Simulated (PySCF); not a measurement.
A calculated (PBE0, PySCF 2.14, x2c-TZVPPall with one added diffuse shell each of s, p, d, f type, scalar relativity by spin-free X2C-1e) atom or ion has these occupied shells.

| shell | electrons | orbital energy (eV) | rms radius, mean of both spins (bohr) |
| --- | --- | --- | --- |
| 1s α | 1 | -21987.8 | 0.0384 |
| 1s β | 1 | -21987.8 | 0.0384 |
| 2s α | 1 | -3183.6 | 0.158 |
| 2s β | 1 | -3183.2 | 0.158 |
| 2p α | 3 | -2851.0 | 0.140 |
| 2p β | 3 | -2850.6 | 0.140 |
| 3s α | 1 | -570.61 | 0.430 |
| 3s β | 1 | -570.36 | 0.430 |
| 3p α | 3 | -460.44 | 0.434 |
| 3p β | 3 | -460.15 | 0.434 |
| 3d α | 5 | -282.75 | 0.420 |
| 3d β | 5 | -282.22 | 0.420 |
| 4s α | 1 | -83.459 | 1.09 |
| 4s β | 1 | -80.920 | 1.09 |
| 4p α | 3 | -52.496 | 1.21 |
| 4p β | 3 | -49.504 | 1.21 |
| 4d α | 5 | -9.061 | 1.84 |
| 4d β | 2 | -7.294 | 1.84 |
| 5p α | 1 | -2.532 | 5.24 |

Task: Name the element and its charge.

Result: Ru (ruthenium, neutral), in [Kr] 4d7 5p1, one real determinant (an excited configuration).
